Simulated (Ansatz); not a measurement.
C2H8BN can be A, `CB(C)N`, or B, `BCCN`.

Calculated with Ansatz (gas phase, PBE0-D4/def2-TZVP geometries, no zero-point term in ΔE). CCSD(T)/CBS is the MP2 limit (def2-TZVPP, def2-QZVPP) plus CCSD(T) − MP2 in def2-TZVPP, frozen cores. Functionals use def2-TZVPP. B3LYP here is the variant with VWN-RPA as its local correlation; programs differ in this. Each species was taken in one conformer, which may not be the lowest.

(1) Which is lower in electronic energy at CCSD(T)/CBS, and by how much? (Estimate.)

(2) Give E(B) − E(A) in kcal/mol with B2PLYP, LDA (SPW92), CCSD(T)/def2-TZVPP, BLYP-D4, MP2/def2-TZVPP, r2SCAN-D4, B3LYP-D4. (Estimate.)

(3) Does the order hold for the free energy at 298.15 K (harmonic terms from PBE0-D4)? (Estimate.)

Largest T1 diagnostic: 0.010.

Results:

(1) Ansatz gave: A, by 64.4 kcal/mol.

(2) Ansatz gave: B2PLYP 65.1, LDA (SPW92) 67.4, CCSD(T)/def2-TZVPP 64.2, BLYP-D4 64.9, MP2/def2-TZVPP 65.6, r2SCAN-D4 66.4, B3LYP-D4 65.1. None reverses the order clearly.

(3) Ansatz gave: Yes: G(B) − G(A) = +62.8 kcal/mol, for one conformer each.

In def2-TZVPP, CCSD(T) changes the Hartree–Fock value by +3.0 kcal/mol (the triples alone add +0.4 kcal/mol) and MP2 by +4.4 kcal/mol. Leaving LDA and LC-ωPBE aside and taking each functional with its dispersion term where it has one, the values, not all of them listed here, spread over 3.8 kcal/mol, from ωB97X-V to B97M-V. LDA lies +2.2 kcal/mol from PBE without D4.
